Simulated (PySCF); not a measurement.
H4O4Ti, SMILES [OH][Ti]([OH])([OH])[OH] (PBE0/def2-SVP optimised geometry):

```
9

Ti    -0.894    -1.134     0.000
O      0.893    -1.134     0.000
H      1.500    -1.363    -0.710
O     -1.504    -1.964    -1.462
H     -1.920    -2.827    -1.534
O     -1.469    -1.986     1.463
H     -2.131    -1.711     2.103
O     -1.500     0.548     0.000
H     -1.013     1.363     0.150
```

Level of theory: PBE0/def2-TZVP run with PySCF.

Q: What are the frontier orbital energies and the dipole moment?

A: HOMO-2 -8.99 eV, HOMO-1 -8.95 eV, HOMO -8.94 eV, LUMO -0.95 eV, LUMO+1 -0.95 eV; dipole moment 0.03 D.

On the same geometry PBE/def2-TZVP in PySCF gives HOMO-2 -7.29 eV, HOMO-1 -7.23 eV, HOMO -7.23 eV, LUMO -1.96 eV, LUMO+1 -1.94 eV; dipole moment 0.03 D.

Meta-Löwdin charges at PBE0/def2-TZVP: Ti1 1.50, O2 -0.73, H3 0.36, O4 -0.73, H5 0.36, O6 -0.73, H7 0.36, O8 -0.73, H9 0.36.
